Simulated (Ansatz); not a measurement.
The cluster Li₆Si, relaxed as a singlet with RKS B3LYP-D4/def2-TZVP in Ansatz, starting from the GFN1-xTB geometry. Force threshold 0.02 eV/Å.

The restricted singlet is unstable towards broken spin symmetry in Hartree–Fock (as tested in another run); at B3LYP-D4/def2-TZVP this wasn't settled. The structure comes from a short search, and lower isomers may exist.

Start:

```xyz
7

Li   -1.1307    1.0817   -1.0094
Li   -0.1160   -0.9673   -1.6083
Li   -2.6373   -0.9491   -1.3384
Li    2.1335   -0.7533    1.4095
Li   -0.6201   -0.5406    0.7958
Li    1.0092    1.4050    1.9783
Si    1.3615    0.7237   -0.2275
```

```tsv
step	energy (eV)	largest force component (eV/Å)	SCF passes
1	-9106.2880	1.107	21
2	-9107.0241	0.352	23
3	-9107.1919	0.241	22
4	-9107.2289	0.103	22
5	-9107.2354	0.040	22
6	-9107.2383	0.023	22
7	-9107.2390	0.010	24
```

Force components are those of the run's own axes.

End:

```xyz
7

Li   -1.045    1.339   -0.896
Li    0.182   -1.086   -1.579
Li   -2.941   -1.028   -1.644
Li    2.490   -0.948    1.155
Li   -0.823   -0.690    1.011
Li    1.060    1.875    1.943
Si    1.076    0.539    0.010
```

Bonds lost: Li3–Li5, Li4–Li5, Li4–Li6, Li5–Li6 (atoms count from 1). Metal–metal contacts that move far: Li2–Li3 2.54 to 3.12 Å, Li1–Li3 2.55 to 3.12 Å.

No frequencies were taken in this run, so the end may be a saddle point.

It took 6.5 s on 4 threads of Arm Neoverse V2 on a shared host.
